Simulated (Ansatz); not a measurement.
Consider the ligand exchange at a Ge–N bond: `C[NH][GeH2][Cl]` + `CN[SiH2]Cl` → `C[N]([SiH2]Cl)[GeH2][Cl]` + CH₃NH₂.

Isolated molecules relaxed with PBE0-D4/def2-TZVP in Ansatz; ΔE leaves out vibrations. CCSD(T)/CBS adds triple-zeta CCSD(T) − MP2 to the extrapolated MP2 energy (def2 sets, frozen cores). Functionals use def2-TZVPP. B3LYP here is the variant with VWN-RPA as its local correlation; programs differ in this. For Ge outer-core shells are correlated without core-valence functions, which leaves a few kJ/mol of doubt a bond. Scalar relativity is left out up to krypton. Each species was taken in one conformer, which may not be the lowest.

(1) Is it downhill or uphill in electronic energy at CCSD(T)/CBS, and by how much? (Estimate.)

(2) What do these levels give: PBE-D4, r2SCAN-D4, PBE0-D4, B3LYP-D4, ωB97X-V, B2PLYP, r2SCAN, B3LYP, CCSD/def2-TZVPP, HF/def2-QZVPP, MP2/def2-QZVPP, SCS-MP2/def2-QZVPP? (Best estimate.)

Largest T1 diagnostic among the species: 0.011.

Results:

(1) The calculation gave: Downhill: ΔE = -3.2 kJ/mol.

(2) Computed: PBE-D4 1.8, r2SCAN-D4 1.9, PBE0-D4 0.2, B3LYP-D4 0.0, ωB97X-V 0.3, B2PLYP 2.8, r2SCAN 3.5, B3LYP 8.4, CCSD/def2-TZVPP -2.8, HF/def2-QZVPP 6.3, MP2/def2-QZVPP -5.0, SCS-MP2/def2-QZVPP -2.9 kJ/mol.

In def2-TZVPP, CCSD(T) changes the Hartree–Fock value by −10.8 kJ/mol (the triples alone add −1.7 kJ/mol) and MP2 by −12.1 kJ/mol. The D4 term adds −8.4 kJ/mol with B3LYP and −4.9 kJ/mol with PBE0; it sums over pairs of atoms, weighted by their polarisabilities, and B3LYP, whose exchange is more repulsive, gets the larger term.
